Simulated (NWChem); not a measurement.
System: ZrH4; SMILES [ZrH4]

Input file for NWChem:

```
start job
memory heap 200 mb stack 900 mb global 1100 mb
geometry units angstroms noautoz
  Zr    -0.000008     0.000021     0.000003
  H      1.505643    -1.048624     0.184412
  H     -1.481346    -1.080293    -0.197715
  H      0.178801     1.075994    -1.486896
  H     -0.203094     1.053010     1.500200
end
basis spherical
  Zr library def2-svp
  H library def2-svp
end
ecp
  Zr library def2-ecp
end
dft
  xc b3pw91
  iterations 150
  mulliken
end
task dft energy
```

Excerpt of the output:

```
             Northwest Computational Chemistry Package (NWChem) 7.3.0
             --------------------------------------------------------

 C1  symmetry detected

                             Geometry "geometry" -> ""
                             -------------------------

 Output coordinates in angstroms (scale by  1.889725989 to convert to a.u.)

  No.       Tag          Charge          X              Y              Z
 ---- ---------------- ---------- -------------- -------------- --------------
    1 Zr                  40.0000    -0.00000079    -0.00000032    -0.00000010
    2 H                    1.0000     1.54152306    -0.00000017    -1.01210294
    3 H                    1.0000    -1.46677886     0.09455474    -1.11362232
    4 H                    1.0000     0.00759093     1.45625015     1.13129832
    5 H                    1.0000    -0.08230360    -1.55079173     0.99443092

 Effective nuclear repulsion energy (a.u.)      46.9682448170

                                 NWChem DFT Module
                                 -----------------

 Summary of "ao basis" -> "ao basis" (spherical)
 ------------------------------------------------------------------------------
       Tag                 Description            Shells   Functions and Types
 ---------------- ------------------------------  ------  ---------------------
 Zr                         def2-svp                11       31   5s3p2d1f
 H                          def2-svp                 3        5   2s1p

            General Information
            -------------------
          SCF calculation type: DFT
          Wavefunction type:  closed shell.
          No. of atoms     :     5
          No. of electrons :    16
           Alpha electrons :     8
            Beta electrons :     8
          Charge           :     0
          Spin multiplicity:     1
          Use of symmetry is: off; symmetry adaption is: off
          Maximum number of iterations: 150
          AO basis - number of functions:    51
                     number of shells:    23
          Convergence on energy requested:  1.00D-06
          Convergence on density requested:  1.00D-05
          Convergence on gradient requested:  5.00D-04

              XC Information
              --------------
                       B3PW91 Method XC Functional
                     Hartree-Fock (Exact) Exchange  0.200
                        Slater Exchange Functional  0.800 local
                    Becke 1988 Exchange Functional  0.720 non-local
                Perdew 1991 Correlation Functional  0.810 non-local
            Perdew 1991 LDA Correlation Functional  1.000 local

             Grid Information
             ----------------
          Grid used for XC integration:  medium
          Radial quadrature: Mura-Knowles
          Angular quadrature: Lebedev.
          Tag              B.-S. Rad. Rad. Pts. Rad. Cut. Ang. Pts.
          ---              ---------- --------- --------- ---------
          Zr                  1.55      123          10.0       590
          H                   0.35       45          10.0       434
          Grid pruning is: on
          Number of quadrature shells:   303
          Spatial weights used:  Erf1

      Superposition of Atomic Density Guess
      -------------------------------------

 Sum of atomic energies:         -55.49660071

      Non-variational initial energy
      ------------------------------

 Total energy =     -48.067104
 1-e energy   =    -108.820480
 2-e energy   =      45.924848
 HOMO         =      -0.320323
 LUMO         =      -0.012677

     ---------------------------------------------
      Total Density - Mulliken Population Analysis
     ---------------------------------------------

    Atom       Charge   Shell Charges
 -----------   ------   -------------------------------------------------------
    1 Zr  12    10.30  -0.48  1.60  0.88  0.67  0.21  5.81  0.38  0.14  0.90  0.17  0.02
    2 H    1     1.42   0.79  0.63  0.00
    3 H    1     1.42   0.79  0.63  0.00
    4 H    1     1.42   0.79  0.63  0.00
    5 H    1     1.42   0.79  0.63  0.00

   convergence    iter        energy       DeltaE   RMS-Dens  Diis-err
 ---------------- ----- ----------------- --------- --------- ---------
 d= 0,ls=0.0,diis     1    -49.2743427766 -6.41D+01  4.04D-02  4.32D-01
 d= 0,ls=0.0,diis     2    -49.1037075264  1.71D-01  2.38D-02  1.53D+00
 d= 0,ls=0.0,diis     3    -49.3874559026 -2.84D-01  1.90D-03  3.66D-03
 d= 0,ls=0.0,diis     4    -49.3882211940 -7.65D-04  2.39D-04  2.65D-05
 d= 0,ls=0.0,diis     5    -49.3882308393 -9.65D-06  4.50D-05  8.75D-07
 d= 0,ls=0.0,diis     6    -49.3882310351 -1.96D-07  3.85D-06  1.63D-08

         Total DFT energy =      -49.388231035122
      One electron energy =     -109.663201812141
           Coulomb energy =       52.772392697371
    Exchange-Corr. energy =       -7.325950723406
 Nuclear repulsion energy =       14.828528803055

 Numeric. integr. density =       16.000011464588

                       DFT Final Molecular Orbital Analysis
                       ------------------------------------

 Vector    6  Occ=2.000000D+00  E=-3.047035D-01
              MO Center= -2.1D-01,  1.7D-01, -6.9D-03, r^2= 3.3D+00
   Bfn.  Coefficient  Atom+Function         Bfn.  Coefficient  Atom+Function
  ----- ------------  ---------------      ----- ------------  ---------------
    19      0.428918  1 Zr d  2              37      0.256429  3 H  s
    42     -0.245288  4 H  s                  8      0.228039  1 Zr pz
    38      0.193034  3 H  s                 43     -0.184647  4 H  s
    47     -0.183587  5 H  s                 32      0.172440  2 H  s
    48     -0.138201  5 H  s                 33      0.129809  2 H  s

 Vector    7  Occ=2.000000D+00  E=-3.046951D-01
              MO Center= -4.0D-02, -6.6D-02,  4.9D-01, r^2= 3.1D+00
   Bfn.  Coefficient  Atom+Function         Bfn.  Coefficient  Atom+Function
  ----- ------------  ---------------      ----- ------------  ---------------
    16      0.387461  1 Zr d -1              47     -0.283444  5 H  s
    42      0.269927  4 H  s                 48     -0.213381  5 H  s
     7     -0.209659  1 Zr py                18     -0.203303  1 Zr d  1
    43      0.203206  4 H  s                 37      0.141042  3 H  s
    32     -0.127547  2 H  s                 38      0.106179  3 H  s

 Vector    8  Occ=2.000000D+00  E=-3.046948D-01
              MO Center=  2.5D-01, -9.9D-02, -4.9D-01, r^2= 3.0D+00
   Bfn.  Coefficient  Atom+Function         Bfn.  Coefficient  Atom+Function
  ----- ------------  ---------------      ----- ------------  ---------------
    18      0.382906  1 Zr d  1              32      0.309875  2 H  s
    37     -0.237418  3 H  s                 33      0.233279  2 H  s
     6     -0.208278  1 Zr px                16      0.196283  1 Zr d -1
    38     -0.178733  3 H  s                 47     -0.167265  5 H  s
    48     -0.125920  5 H  s                 19      0.095562  1 Zr d  2

 Vector    9  Occ=0.000000D+00  E=-9.719016D-02
              MO Center= -5.2D-06,  3.1D-06,  1.4D-06, r^2= 2.0D+00
   Bfn.  Coefficient  Atom+Function         Bfn.  Coefficient  Atom+Function
  ----- ------------  ---------------      ----- ------------  ---------------
    17      0.816699  1 Zr d  0              22      0.303159  1 Zr d  0
    16     -0.062351  1 Zr d -1              18      0.048864  1 Zr d  1

 Vector   10  Occ=0.000000D+00  E=-9.718816D-02
              MO Center= -7.6D-06, -4.2D-07, -7.6D-07, r^2= 2.0D+00
   Bfn.  Coefficient  Atom+Function         Bfn.  Coefficient  Atom+Function
  ----- ------------  ---------------      ----- ------------  ---------------
    15      0.817671  1 Zr d -2              20      0.303533  1 Zr d -2
    19      0.050208  1 Zr d  2              18     -0.039308  1 Zr d  1
    16      0.027993  1 Zr d -1

 Vector   11  Occ=0.000000D+00  E=-6.278467D-02
              MO Center= -7.8D-03,  4.1D-02, -1.9D-01, r^2= 4.8D+00
   Bfn.  Coefficient  Atom+Function         Bfn.  Coefficient  Atom+Function
  ----- ------------  ---------------      ----- ------------  ---------------
    16      0.546161  1 Zr d -1              13     -0.354608  1 Zr py
    21      0.267617  1 Zr d -1              48      0.266403  5 H  s
    18      0.246933  1 Zr d  1              43     -0.243712  4 H  s
     7      0.224291  1 Zr py                12     -0.186800  1 Zr px
    33     -0.135782  2 H  s                 23      0.120996  1 Zr d  1

     ---------------------------------------------
      Total Density - Mulliken Population Analysis
     ---------------------------------------------

    Atom       Charge   Shell Charges
 -----------   ------   -------------------------------------------------------
    1 Zr  12    11.09  -0.49  1.67  0.84  0.68  0.04  5.86  0.39  0.09  1.76  0.23  0.03
    2 H    1     1.23   0.73  0.49  0.01
    3 H    1     1.23   0.73  0.49  0.01
    4 H    1     1.23   0.73  0.49  0.01
    5 H    1     1.23   0.73  0.49  0.01

     -------------------------------------------
      Total Density - Lowdin Population Analysis
     -------------------------------------------

    Atom       Charge   Shell Charges
 -----------   ------   -------------------------------------------------------
    1 Zr  12    11.44   0.00  0.96  0.98  0.48  0.25  5.34  0.95  0.21  1.59  0.64  0.05
    2 H    1     1.14   0.66  0.47  0.01
    3 H    1     1.14   0.66  0.47  0.01
    4 H    1     1.14   0.66  0.47  0.01
    5 H    1     1.14   0.66  0.47  0.01

     Multipole analysis of the density
     ---------------------------------

     L   x y z        total         alpha         beta         nuclear
     -   - - -        -----         -----         ----         -------
     0   0 0 0     -0.000000     -8.000000     -8.000000     16.000000

     1   1 0 0     -0.000040     -0.000041     -0.000041      0.000042
     1   0 1 0      0.000004     -0.000007     -0.000007      0.000017
     1   0 0 1     -0.000005     -0.000005     -0.000005      0.000005

     2   2 0 0    -22.305328    -19.249276    -19.249276     16.193224
     2   1 1 0     -0.000006     -0.000001     -0.000001     -0.000004
     2   1 0 1     -0.000003     -0.000001     -0.000001     -0.000000
     2   0 2 0    -22.305314    -19.249260    -19.249260     16.193206
     2   0 1 1      0.000002      0.000001      0.000001     -0.000000
     2   0 0 2    -22.303404    -19.245940    -19.245940     16.188477
```

Level: B3PW91/def2-SVP with def2 effective core potentials on Zr. Geometry: optimised at PBE0/def2-SVP. def2 effective core potentials on Zr; no spin-orbit coupling.
